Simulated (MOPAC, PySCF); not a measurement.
CH4N2Si, SMILES `[H]/N=[SiH]/N=C` (C–N–Si–N torsion 59°), neutral singlet in the gas phase. 

Cartesian coordinates (Å):
```xyz
8

C     -1.7276     0.1264    -0.1889
N     -0.7510    -0.4359     0.3669
Si     0.9374    -0.4351     0.1532
N      1.7781     0.9123     0.2632
H     -1.6454     0.7447    -1.0908
H     -2.7355     0.0152     0.2230
H      1.3549    -1.8443    -0.0013
H      2.7890     0.9167     0.2747
```
Charge 0, multiplicity 1.

All levels are single points at this geometry (B3LYP-D3(BJ)/def2-TZVP); Pople sets use spherical d functions. Orbital energies aren't observables, and empty levels follow the basis.

```csv
level,HOMO (eV),LUMO (eV),gap (eV),dipole (D),"vertical IE, Delta-SCF (eV)"
B3LYP-D3(BJ)/def2-TZVP in PySCF,-6.86,-1.96,4.90,2.49,9.06
PBE-D3(BJ)/def2-TZVP in PySCF,-5.89,-2.80,3.09,2.27,8.94
B3LYP/6-31G* in PySCF,-6.58,-1.56,5.03,2.19,8.86
B3LYP/LANL2DZ in PySCF,-6.71,-1.80,4.91,2.39,–
PBE/6-31G* in PySCF,-5.61,-2.43,3.18,2.01,8.77
SVWN5/6-31G* in PySCF,-5.73,-2.65,3.08,2.02,–
HF/6-31G* in PySCF,-9.64,2.48,12.12,2.86,7.55
PM6 in MOPAC,-9.38,-0.88,8.50,2.90,–
PM7 in MOPAC,-9.55,-1.08,8.46,1.90,–
```
